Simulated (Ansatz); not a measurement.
Consider the hydrogenolysis of a Zn–B bond: `[BH2][Zn][NH2]` + H₂ → `[NH2][ZnH]` + BH₃.

Calculated with Ansatz (gas phase, PBE0-D4/def2-TZVP geometries, no zero-point term in ΔE). CBS: MP2 limit from def2 TZ/QZ plus the TZ coupled-cluster correction, frozen cores. This one scheme is used for every species. DFT in def2-TZVPP. For Zn outer-core shells are correlated without core-valence functions, which leaves a few kJ/mol of doubt a bond. Scalar relativity is left out up to krypton. Each species was taken in one conformer, which may not be the lowest.

| level | ΔE (kcal/mol) |
| --- | --- |
| LDA (SPW92) | -4.1 |
| r2SCAN-D4 | -5.8 |
| r2SCANh-D4 | -6.6 |
| ωB97X-V | -8.3 |
| ωB97M-V | -7.9 |
| RPA@PBE/def2-TZVPP | -9.3 |
| CCSD/def2-SVP | -9.4 |
| HF/def2-QZVPP | -15.0 |

What does CCSD(T)/CBS give? (An estimate is asked.)

Ansatz gave: -7.1 kcal/mol. The listed levels differ from it by 3.0, 1.3, 0.5, -1.2, -0.8, -2.2, -2.3, -7.9 kcal/mol.

Largest T1 diagnostic among the species: 0.016.

From r2SCAN to r2SCAN0 (25 % exact exchange), in def2-TZVPP and without D4, ΔE moves by −1.9 kcal/mol. Leaving LDA and LC-ωPBE aside and taking each functional with its dispersion term where it has one, the values, not all of them listed here, spread over 5.8 kcal/mol, from BHLYP-D4 to PBE-D4. The D4 term adds +0.7 kcal/mol with B3LYP and +0.4 kcal/mol with PBE0; it sums over pairs of atoms, weighted by their polarisabilities, and B3LYP, whose exchange is more repulsive, gets the larger term.

B3LYP here is the variant with VWN-RPA as its local correlation; programs differ in this.
